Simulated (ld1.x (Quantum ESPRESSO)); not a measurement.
# Scattering properties, PAW potential for thulium (Tm)

- Element: Tm
- Generator: ld1.x (Quantum ESPRESSO) 7.5
- Type: PAW
- Functional: LDA (PZ)
- Relativity: fully relativistic
- Frozen core: [Kr] 4d10
- Valence charge: 23
- Reference configuration: 4f13 5s2 5p6 5d0 6s1 6p0 (charge +1)
- Partial waves: 5s (bound): rcut 2.05, rcutus 2.55 bohr; 6s (bound): rcut 2.05, rcutus 2.55 bohr; 5p (bound): rcut 2.00, rcutus 2.40 bohr; 6p (bound, empty): rcut 2.00, rcutus 2.40 bohr; 5d (bound, empty): rcut 2.10, rcutus 2.30 bohr; 5d channel at 3 Ry: rcut 2.10, rcutus 2.30 bohr; 4f (bound): rcut 0.65, rcutus 0.75 bohr; 4f channel at 2.05 Ry: rcut 0.65, rcutus 0.75 bohr
- Local potential: all-electron potential smoothed inside 1.45 bohr (lloc = -2)
- Core correction: Bessel-smoothed model core, default radius (core density twice the valence density)
- Augmentation charge: BESSEL, radius 0.55 bohr

Open shells are filled in proportion to 2j + 1 (rel_dist='average').

The phase is arctan(r·u′/u) with u = r·R(r), unwrapped; energies in Ry, scanned from -6 to 5 Ry. A pole is an energy at which the radial function vanishes at the test radius. The pseudo phase is shifted by a multiple of π to meet the all-electron one at the reference energy, and phase errors are pseudo minus all-electron; the curves can meet again beyond the range given. Levels narrower than the energy grid can be missing from the lists of poles.

```tsv
channel	radius (bohr)	reference energy (Ry)	poles, all-electron	poles, pseudo	unbroken range about the reference energy with phases within 0.05 rad	phase error 1 Ry above the reference energy (rad)
s	2.75	-0.69	-4.38, 2.36	-4.38, 2.59	below 4.2	+0.008
p1/2	2.75	-0.44	-2.66, 3.56	-2.66, 3.63	the whole range	-0.002
p3/2	2.75	-0.41	-2.16, 4.08	-2.16, 4.34	the whole range	+0.006
d3/2	2.75	-0.52	0.39	0.39	the whole range	+0.001
d5/2	2.75	-0.50	0.46	0.47	the whole range	+0.001
f5/2	2.75	-0.79	-0.76, 3.57	-0.76, 3.57	the whole range	+0.000
f7/2	2.75	-0.70	-0.67, 3.60	-0.67, 3.60	the whole range	+0.000
```

The ghost test of this file was not conclusive.

Phases in the f7/2 channel:

| E (Ry) | all-electron | pseudo |
| --- | --- | --- |
| -6.00 | 1.426 | 1.426 |
| -5.48 | 1.420 | 1.420 |
| -4.96 | 1.413 | 1.413 |
| -4.44 | 1.404 | 1.404 |
| -3.92 | 1.395 | 1.395 |
| -3.40 | 1.383 | 1.383 |
| -2.88 | 1.368 | 1.368 |
| -2.36 | 1.350 | 1.350 |
| -1.84 | 1.325 | 1.325 |
| -1.32 | 1.284 | 1.284 |
| -0.80 | 1.068 | 1.068 |
| -0.28 | -1.891 | -1.891 |
| 0.24 | -2.020 | -2.020 |
| 0.76 | -2.272 | -2.272 |
| 1.28 | -3.036 | -3.036 |
| 1.80 | -4.080 | -4.080 |
| 2.32 | -4.449 | -4.449 |
| 2.84 | -4.597 | -4.597 |
| 3.36 | -4.682 | -4.682 |
| 3.88 | -4.744 | -4.744 |
| 4.40 | -4.801 | -4.801 |
| 4.92 | -4.866 | -4.866 |
